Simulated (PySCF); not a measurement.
**First hyperpolarisability: methyl 3-methyl-2-furoate (SMILES COC(=O)c1occc1C)**

Molfile (atoms numbered from 1):
```
C7H8O3
     RDKit          3D

 18 18  0  0  0  0  0  0  0  0999 V2000
    3.2111   -0.2267    0.3180 C   0  0  0  0  0  0  0  0  0  0  0  0
    1.9570    0.4285    0.3056 O   0  0  0  0  0  0  0  0  0  0  0  0
    0.9079   -0.3438    0.0097 C   0  0  0  0  0  0  0  0  0  0  0  0
    0.9873   -1.5256   -0.2349 O   0  0  0  0  0  0  0  0  0  0  0  0
   -0.3535    0.3896    0.0119 C   0  0  0  0  0  0  0  0  0  0  0  0
   -0.3681    1.7157    0.2925 O   0  0  0  0  0  0  0  0  0  0  0  0
   -1.6398    2.1217    0.2241 C   0  0  0  0  0  0  0  0  0  0  0  0
   -2.4652    1.0805   -0.0979 C   0  0  0  0  0  0  0  0  0  0  0  0
   -1.6289   -0.0673   -0.2404 C   0  0  0  0  0  0  0  0  0  0  0  0
   -2.0426   -1.4562   -0.5862 C   0  0  0  0  0  0  0  0  0  0  0  0
    3.9546    0.5382    0.5693 H   0  0  0  0  0  0  0  0  0  0  0  0
    3.4347   -0.6671   -0.6651 H   0  0  0  0  0  0  0  0  0  0  0  0
    3.2263   -1.0329    1.0665 H   0  0  0  0  0  0  0  0  0  0  0  0
   -1.8208    3.1746    0.4260 H   0  0  0  0  0  0  0  0  0  0  0  0
   -3.5453    1.1195   -0.2210 H   0  0  0  0  0  0  0  0  0  0  0  0
   -3.1302   -1.5181   -0.7258 H   0  0  0  0  0  0  0  0  0  0  0  0
   -1.7443   -2.1638    0.2010 H   0  0  0  0  0  0  0  0  0  0  0  0
   -1.5464   -1.7978   -1.5063 H   0  0  0  0  0  0  0  0  0  0  0  0
  1  2  1  0
  2  3  1  0
  3  4  2  0
  3  5  1  0
  5  6  1  0
  6  7  1  0
  7  8  2  0
  8  9  1  0
  9 10  1  0
  9  5  2  0
  1 11  1  0
  1 12  1  0
  1 13  1  0
  7 14  1  0
  8 15  1  0
 10 16  1  0
 10 17  1  0
 10 18  1  0
M  END
```

Method: quadratic response CAM-B3LYP/aug-cc-pVDZ first hyperpolarisability, Taylor convention, gas phase (PySCF 2.14.0). Geometry: PBE0-D3(BJ)/def2-SVP.

Task: Give β for the processes computed.

Result: In 10⁻³⁰ esu, Taylor convention; the vector part is βᵢ = ⅓ Σⱼ (βᵢⱼⱼ + βⱼᵢⱼ + βⱼⱼᵢ); β∥ is 3/5 of the vector part along the dipole, the dipole points from − to +:
```
                   process  λ (nm)  β vector norm    β∥  β HRS  depolarisation ratio
           static β(0;0,0)       ∞           1.91  1.07   1.11                  2.55
second harmonic β(−2ω;ω,ω)    1907           2.12  1.18   1.21                  2.62
         Pockels β(−ω;ω,0)    1907           1.98  1.11      –                     –
second harmonic β(−2ω;ω,ω)    1064           2.70  1.49   1.48                  2.80
         Pockels β(−ω;ω,0)    1064           2.13  1.19      –                     –
```

Task: Which lowest excitations, dipole and polarisabilities go with it?

Result: S1 5.25 eV (f = 0.364); S2 5.43 eV (f = 0.000); S3 6.08 eV (f = 0.007); dipole 1.57 D; isotropic α 95.8 au static, 96.1 au at 1907 nm, 97.0 au at 1064 nm, 97.3 au at 953.5 nm, 101.0 au at 532 nm.
